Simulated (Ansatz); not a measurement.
Diatomic NaS, multiplicity 2 (lowest of 2S+1 = 2, 4 at CCSD(T)/def2-TZVPP on PBE0 minima; our sources give no spin for the ground state, which may be another).

D_e counts from the fitted minimum to each atom's lowest state at the same level, without counterpoise.

Correlated levels freeze the inner cores; with def2 sets outer-core shells near the valence are correlated too.

Codes used: Ansatz (Gaussian basis) for Hartree–Fock, density functionals and correlated methods. 

PBE/def2-TZVPP gives 250.9 kJ/mol for the bond energy D_e.

Q: Where do these levels fall relative to PBE: r2SCAN/def2-TZVPP, B3LYP/def2-TZVPP, wB97M-V/def2-TZVPP, B2PLYP/def2-TZVPP, CCSD(T)/def2-QZVPP.

A: r2SCAN/def2-TZVPP 6.3; B3LYP/def2-TZVPP -6.5; wB97M-V/def2-TZVPP 10.2; B2PLYP/def2-TZVPP -9.7; CCSD(T)/def2-QZVPP -0.6 kJ/mol. 2 of 5 lie above PBE; the widest gap is to wB97M-V/def2-TZVPP.

Ansatz is a program for electronic structure.
